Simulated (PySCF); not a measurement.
Compound: C₂H₆OSeSi.
Z-matrix (Å and degrees, PBE0-D3(BJ)/def2-SVP geometry), rows numbered from 1:
```
C 
Se  1  1.9583
Si  2  2.2746  1   97.19
C   3  1.9358  2  106.73  1   179.59
O   4  1.2044  3  120.01  2  -174.20
H   1  1.0975  2  110.67  3   -59.84
H   1  1.0973  2  106.36  3  -178.30
H   1  1.0979  2  110.67  3    63.04
H   3  1.4944  2  112.40  1    60.61
H   3  1.4954  2  112.25  1   -61.61
H   4  1.1265  3  119.54  2     6.11
```

Level of theory: PBE0-D3(BJ)/def2-SVP geometry optimisation, gas phase in PySCF.

Masses are those of the commonest isotopes; rigid-rotor values at the optimised geometry. The values belong to one conformer with, in the numbering `[CH3:1][Se:2][SiH2:3][CH:4]=[O:5]`, C1–Se2–Si3–C4 180°, Se2–Si3–C4–O5 -174°.

Question: What are A, B and C (cm⁻¹)?

Answer: Ia = 67.94, Ib = 461.93, Ic = 520.46 u·Å²; 505379 MHz·u·Å²/I gives 7439, 1094 and 971.0 MHz, that is A = 0.24813, B = 0.03649, C = 0.03239 cm⁻¹.

Question: Classify the top.

Answer: A near-prolate asymmetric top; Ray's κ = -0.962.

Question: What does the inertial defect say?

Answer: Not planar: Δ = Ic − Ia − Ib = -9.41 u·Å². For a rigid frame Δ = −2 Σ m c², so Σ m c² = 4.70 u·Å² lies off the ab plane: 4.62 from hydrogen and 0.09 from heavier atoms. The atom farthest from that plane is 1.24 Å away.

Question: Give the other two planar moments, Paa and Pbb, and the rms extents of the mass along the axes.

Answer: Paa = Σ m a² = (Ib + Ic − Ia)/2 = 457.23 and Pbb = Σ m b² = (Ia + Ic − Ib)/2 = 63.23 u·Å². With the mass M = 153.94 u, the rms extents √(P/M) along a, b and c are 1.72, 0.64, 0.17 Å.

Question: Which lines would a microwave search look for?

Answer: The dipole components are |μa| = 2.58 D, |μb| = 0.73 D, |μc| = 0.13 D. The squared components, which scale the intensities, stand as 1.00 : 0.08 : 0.00 (a : b : c). Some of the stronger lines:

```
type  branch         J(Ka,Kc)    MHz  lower level (cm⁻¹)
   a       Q  2(1,1) ← 2(1,2)    369               0.414
   a       Q  3(1,2) ← 3(1,3)    738               0.615
   a       Q  4(1,3) ← 4(1,4)   1230               0.882
   a       R  1(0,1) ← 0(0,0)   2065               0.000
   a       R  2(1,2) ← 1(1,1)   4007               0.281
   a       R  2(0,2) ← 1(0,1)   4128               0.069
   a       R  2(1,1) ← 1(1,0)   4253               0.285
   a       R  3(1,3) ← 2(1,2)   6010               0.414
   a       R  3(0,3) ← 2(0,2)   6188               0.207
   a       R  3(2,2) ← 2(2,1)   6195               1.061
   a       R  3(2,1) ← 2(2,0)   6202               1.061
   c       Q  2(1,2) ← 2(0,2)   6223               0.207
   a       R  3(1,2) ← 2(1,1)   6379               0.426
   b       Q  1(1,0) ← 1(0,1)   6468               0.069
   a       R  4(1,4) ← 3(1,3)   8011               0.615
   a       R  4(0,4) ← 3(0,3)   8243               0.413
   a       R  4(2,3) ← 3(2,2)   8259               1.268
   a       R  4(3,2) ← 3(3,1)   8264               2.337
   a       R  4(3,1) ← 3(3,0)   8264               2.337
   a       R  4(2,2) ← 3(2,1)   8277               1.268
   a       R  4(1,3) ← 3(1,2)   8503               0.639
   c       R  4(1,3) ← 3(0,3)  15286               0.413
   b       Q  2(2,1) ← 2(1,2)  19403               0.414
   c       R  3(2,1) ← 2(1,1)  25238               0.426
   c       Q  3(3,1) ← 3(2,1)  32024               1.268
   b       R  3(3,1) ← 2(2,0)  38226               1.061
   b       R  4(3,1) ← 3(2,2)  40296               1.268
```

Stationary, but not proved a minimum. Zero-point vibration and centrifugal distortion are left out. A rigid rotor knows nothing of internal rotation, which can split or shift real lines.
